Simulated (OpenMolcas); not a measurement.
## Multiplet structure of Cl6+

```json
{"Program": "OpenMolcas", "Method": "SS-CASPT2, IPEA 0.25 Eh, imaginary shift 0.1 Eh (closed shells correlated: 2s 2p)", "Basis": "ANO-RCC-VQZP [6s5p3d2f1g]", "Scalar Hamiltonian": "DKH2, point nucleus", "Active space": "1 electron in 4 orbitals (3s 3p)", "State averaging": "2S+1 = 2 even, 1 root; 2S+1 = 2 odd, 3 roots", "Spin-orbit coupling": "state interaction with AMFI integrals over the reference wave functions, term energies averaged over their components"}
```

Spin-free terms above the lowest, with the occupations of the reference:

| Configuration | Term | E (cm⁻¹) | Occupations |
| --- | --- | --- | --- |
| 3s | ²S | 0.0 | 3s 1.00 |
| 3p | ²P° | 124469 | 3p 1.00 |

With spin-orbit coupling, above the lowest level:

```tsv
Configuration	Term	J	E (cm⁻¹)	Measured (cm⁻¹)	g	Term weight %
3s	²S	1/2	0.0	0.0	2.002	100
3p	²P°	1/2	123338	123001	0.666	100
3p	²P°	3/2	125035	124891	1.334	100
```

Against the 2 measured excited levels shown (Moore, Atomic Energy Levels, vol. I, NSRDS-NBS 35 (1971 reprint of NBS Circular 467, 1949)) the mean absolute deviation is 240 cm-1; the largest miss in energy is 3p ²P°_1/2: computed 123338, measured 123001 cm⁻¹ (+0.3 %).

With one active electron, CASPT2 adds the correlation within the correlated inactive shells and between them and that electron, and leaves the splitting within a term as the reference gives it. Measured partners are found by configuration, term and J. A level has none where our copy of the source lacks it or the pairing is in doubt (some pairs that miss far off the trend of their configuration count as doubtful), and it then counts in no deviation. Only configurations of the active space appear.

The term weight is that of the spin-free term in the level, not the purity of its configuration. ° marks odd parity.
